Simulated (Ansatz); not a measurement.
The same path of BF3 + ClH (6 atoms, charge 0, multiplicity 1) was run twice with different band settings. Lost on the way: Cl5–H6. Made: B1–Cl5, F2–H6.

Level of theory: RKS LDA/cc-pVDZ in Ansatz.

Relaxed end points:

```xyz
6
Properties=species:S:1:pos:R:3
B -0.001 0.175 0.013
F -0.001 0.461 1.317
F 1.141 0.167 -0.644
F -1.149 0.092 -0.628
Cl 0.086 -2.405 0.793
H 0.061 -1.605 1.831
```

```xyz
6
Properties=species:S:1:pos:R:3
B 0.016 -0.402 -0.096
F 0.010 0.112 1.623
F 1.146 0.134 -0.537
F -1.151 0.060 -0.522
Cl 0.076 -2.177 0.362
H 0.040 -0.842 1.852
```

Common settings: spring 5.0 eV/Å²; optimiser quadratic models (default); start path through a guess of the saddle point; force threshold 0.05 eV/Å; iteration limit 60; end points relaxed.

| run | movable images | climbing image |
| --- | --- | --- |
| 1 | 5 | yes |
| 2 | 4 | no |

Task: What does each run give, and how far can it be trusted?

Result: Run 1: converged after 8 iterations, highest image 0.471 eV above the first end. A vibrational analysis at the climbing image gives one clearly imaginary mode, 511i cm⁻¹: a first-order saddle point.
Run 2: converged after 9 iterations, highest image 0.444 eV above the first end. No image climbed, so the highest image needn't sit at the top of the path.
The orbitals stay closed-shell, which can raise the energy where a bond breaks towards radicals; this wasn't checked here.
